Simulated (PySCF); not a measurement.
Start geometry of SiH2MePh (`[H][Si]([H])(C)c1ccccc1`) from GFN2-xTB (Å):
```
atom  x, y, z in Å
Si1    1.2182    1.3063    0.8362
H2     1.1327    1.3741    2.2863
H3     2.4801    1.3913    0.3065
C4     0.3210    2.9073    0.1544
H5     0.6687    3.8027    0.4816
H6    -0.8263    2.9131    0.4859
H7     0.2488    2.9165   -0.9210
C8     0.3416   -0.1666    0.1939
C9     0.5716   -0.6930   -0.9904
C10   -0.0757   -1.8476   -1.4848
C11   -1.0413   -2.4802   -0.6995
C12   -1.2913   -1.9616    0.5483
C13   -0.7431   -0.8023    0.9579
H14    1.2678   -0.2171   -1.6490
H15    0.1552   -2.2648   -2.4937
H16   -1.5230   -3.3135   -1.0637
H17   -2.0406   -2.4197    1.1429
H18   -0.9207   -0.4281    1.9859
```

What comes out of this run: PySCF, PBE0-D3(BJ)/def2-SVP geometry optimisation, gas phase?

```
atom  x, y, z in Å
Si1    1.1474    1.3926    0.7956
H2     1.1789    1.3936    2.2925
H3     2.5540    1.4022    0.2824
C4     0.2366    2.9165    0.1761
H5     0.7204    3.8423    0.5234
H6    -0.8038    2.9131    0.5360
H7     0.2141    2.9297   -0.9246
C8     0.2988   -0.1809    0.2111
C9     0.5962   -0.7350   -1.0439
C10   -0.0667   -1.8713   -1.5043
C11   -1.0422   -2.4771   -0.7132
C12   -1.3495   -1.9442    0.5379
C13   -0.6834   -0.8073    0.9934
H14    1.3640   -0.2752   -1.6740
H15    0.1810   -2.2886   -2.4836
H16   -1.5613   -3.3697   -1.0712
H17   -2.1096   -2.4189    1.1635
H18   -0.9312   -0.4050    1.9806
```

The energy falls by 112.7 kJ/mol over 10 energy and gradient evaluations, the largest force component goes from 0.0810 to 1.1e-04 Eh/bohr, and the atoms move by 0.068 Å rms after alignment. The bond that changes most is Si1–H3 (ends: silicon bonded to 2 C and 2 H; hydrogen on silicon), which lengthens by 0.126 Å. Bonds longer at the end by more than 0.005 Å: 11 of 18; shorter: 6. Among the angles that change most is H2–Si1–H3, from 115.9° to 108.8°. Among the dihedrals that turn most is C11–C12–C13–C8, from -12° to 0°. Rotational constants go from 3982, 1024, 924.8 to 3928, 1013, 908.2 MHz. The orientation of the end geometry is arbitrary; only internal coordinates are fixed.

The run used 166 basis functions and 70 SCF cycles in all.

Not checked by PBE0-D3(BJ)/def2-SVP frequencies. One conformer, not necessarily the lowest.
